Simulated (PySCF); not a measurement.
Compound: C₇H₁₀NP.
SMILES: `Cc1cn(C2CC2)cp1`

Torsions of this conformer, `[CH3:1][c:2]1[cH:3][n:4]([CH:5]2[CH2:6][CH2:7]2)[cH:8][p:9]1`: C3–N4–C5–C6 130°.

The closed-shell ground state was solved at several levels (PySCF, density fitting, gas phase, non-relativistic). One conformer (not necessarily the lowest) at the PBE0-D3(BJ)/def2-SVP geometry, without solvent, vibrations or thermal averaging.

```csv
level,basis functions,total energy (Eh),HOMO (eV),LUMO (eV),gap (eV),dipole (D)
PBE0/pcSseg-1,210,-668.2591,-6.17,-0.16,6.01,3.74
CAM-B3LYP/def2-SVPD,264,-668.3250,-7.33,0.79,8.12,3.67
```

(1) What might KT3/pcSseg-1 (210 basis functions) give for the same quantities?

(2) Over all these levels, which gives the widest orbital gap and which the narrowest?

(3) How far do the dipole and the HOMO energy spread over the levels?

## Answers

(1) Total energy -676.6551 Eh, HOMO -5.20 eV, LUMO -0.97 eV, gap 4.23 eV, dipole 3.56 D.

(2) CAM-B3LYP/def2-SVPD (range-separated hybrid) has the widest, 8.12 eV, and KT3/pcSseg-1 (GGA) the narrowest, 4.23 eV. Functional and basis both differ between the two, so the spread mixes both effects.

(3) The dipole runs from 3.56 to 3.74 D (mean 3.66 D) and the HOMO from -7.33 to -5.20 eV.
